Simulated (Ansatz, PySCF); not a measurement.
This PySCF input computes a PBE0/def2-TZVPD energy:

```python
from pyscf import gto, scf, dft

mol = gto.M(
    atom='''
    Rb   -0.00000000   -0.00000000   -0.47935972
    F     0.00000000    0.00000000    1.97070106
    ''',
    basis='def2-tzvpd',
    ecp='def2-tzvp',
    charge=-1,
    spin=1,
    symmetry='C2v',
    verbose=4,
)

mf = dft.UKS(mol, xc='pbe0').density_fit(auxbasis='def2-universal-jkfit')
mf.grids.level = 3
mf.conv_tol = 1e-9
mf.max_cycle = 100
mf.max_memory = 1500
mf.kernel()
if not mf.converged:
    mf = mf.newton()
    mf.kernel(mf.make_rdm1())
mf.analyze()
```

Task: Write an input for the same energy in Ansatz (a program for electronic structure) and say what it gives.

Result: 
Ansatz 0.2 input:
```yaml
crystal:
  periodic: [false, false, false]
  atoms:
    - {symbol: Rb, position_ang: [-0.00000000, -0.00000000, -0.47935972]}
    - {symbol: F, position_ang: [0.00000000, 0.00000000, 1.97070106]}
basis:
  gaussian:
    orbitals: def2-TZVPD
hamiltonian:
  xc: {name: PBE0}
total_charge: -1
magnetization: {spin_polarized: true, initial_magnetization: 1}
output: {forces: true}
```
It gives -123.94645 Eh, and PySCF -123.94648 Eh, a difference of 0.03 mEh, from the treatment of integrals and grids.
